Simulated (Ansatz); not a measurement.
Total energies of F2GaH4NSi (`[NH2][Ga]([F])[SiH2]F`).

```xyz
9

N     0.4422   -0.3913    2.0107
Ga    0.7097    0.1328    0.3073
F     2.3636    0.6933    0.0431
Si   -0.7789    0.1764   -1.5712
F    -2.2177   -0.3692   -1.1053
H    -0.4295   -0.7435    2.3657
H     1.1642   -0.3599    2.7108
H    -0.9594    1.5562   -2.0894
H    -0.2943   -0.6949   -2.6716
```

Total charge 0; spin multiplicity 1. Correlated methods include outer-core shells of Ga, which these sets cover unevenly. Scalar relativity is left out up to krypton. Geometry: relaxed with PBE0-D4/def2-TZVP. It is one conformer, not always the lowest. Basis def2-TZVPP, Ansatz 0.2.0.

RPA on PBE orbitals: Hartree–Fock energy of these orbitals -2468.01657 Eh, correlation -1.64934 Eh (frozen core).

```json
{"functional": "LDA (SPW92)", "energy without D4 (Eh)": "-2465.52840", "D4 term (kJ/mol)": "–"}
{"functional": "PBE", "energy without D4 (Eh)": "-2470.74970", "D4 term (kJ/mol)": "-17.4"}
{"functional": "revPBE", "energy without D4 (Eh)": "-2471.15827", "D4 term (kJ/mol)": "-45.7"}
{"functional": "BLYP", "energy without D4 (Eh)": "-2471.48573", "D4 term (kJ/mol)": "-37.1"}
{"functional": "r2SCAN", "energy without D4 (Eh)": "-2471.30308", "D4 term (kJ/mol)": "-4.2"}
{"functional": "B97M-V", "energy without D4 (Eh)": "-2470.92321", "D4 term (kJ/mol)": "–"}
{"functional": "PBE0", "energy without D4 (Eh)": "-2470.81902", "D4 term (kJ/mol)": "-14.9"}
{"functional": "B3LYP", "energy without D4 (Eh)": "-2471.52656", "D4 term (kJ/mol)": "-28.3"}
{"functional": "r2SCANh", "energy without D4 (Eh)": "-2471.27589", "D4 term (kJ/mol)": "-4.5"}
{"functional": "r2SCAN0", "energy without D4 (Eh)": "-2471.23712", "D4 term (kJ/mol)": "-5.1"}
{"functional": "HSE06 (plane-wave form)", "energy without D4 (Eh)": "-2470.80097", "D4 term (kJ/mol)": "-14.1"}
{"functional": "BHLYP", "energy without D4 (Eh)": "-2471.32277", "D4 term (kJ/mol)": "-24.4"}
{"functional": "CAM-B3LYP", "energy without D4 (Eh)": "-2471.51193", "D4 term (kJ/mol)": "-15.4"}
{"functional": "LC-ωPBE", "energy without D4 (Eh)": "-2470.97070", "D4 term (kJ/mol)": "–"}
{"functional": "ωB97X-V", "energy without D4 (Eh)": "-2471.14294", "D4 term (kJ/mol)": "–"}
{"functional": "ωB97M-V", "energy without D4 (Eh)": "-2471.25359", "D4 term (kJ/mol)": "–"}
{"functional": "B2PLYP", "energy without D4 (Eh)": "-2470.82208", "D4 term (kJ/mol)": "–"}
{"functional": "PBE-QIDH", "energy without D4 (Eh)": "-2470.37039", "D4 term (kJ/mol)": "–"}
```

B3LYP takes the VWN-RPA correlation (the form of Gaussian; ORCA's B3LYP/G). HSE06 is the plane-wave form, built on full-range PBE exchange. The double hybrids freeze the cores in their second-order part.

LC-ωPBE has ω = 0.4 bohr⁻¹.
